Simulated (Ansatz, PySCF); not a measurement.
Ge(F)(Cl)2(Me) (CH₃Cl₂FGe), SMILES [CH3][Ge]([F])([Cl])[Cl].

Geometry: B3LYP-D3(BJ)/def2-SVP. The structure was generated by enumeration, and PubChem lists no compound with its InChIKey, so it may never have been made.

Vertical ionisation energy (IE) and electron affinity (EA) in eV. Rows of orbital energies are one-electron estimates. Where ΔSCF, EOM or ADC give a negative EA the extra electron is unbound and the value depends on the basis.

| level | IE | EA |
|---|---|---|
| −ε(HOMO), −ε(LUMO), ωB97X/def2-TZVP (PySCF) | 11.82 | -1.12 |
| −ε(HOMO), −ε(LUMO), PBE/def2-TZVP (PySCF) | 7.90 | 2.06 |
| ΔSCF, PBE0/def2-SVPD (Ansatz), final states of multiplicity 2 and 2 | 11.55 | -0.35 |
| ΔSCF, PBE/def2-SVPD (Ansatz), final states of multiplicity 2 and 2 | 11.02 | -0.13 |

Q: What vertical singlet–triplet gap does ΔSCF give with PBE0/def2-SVPD (Ansatz, an electronic-structure program) and with PBE/def2-SVPD (Ansatz)? (Estimate from the structure and the level; the computed values follow.)

A: 6.43 and 5.82 eV (triplet above singlet where positive).
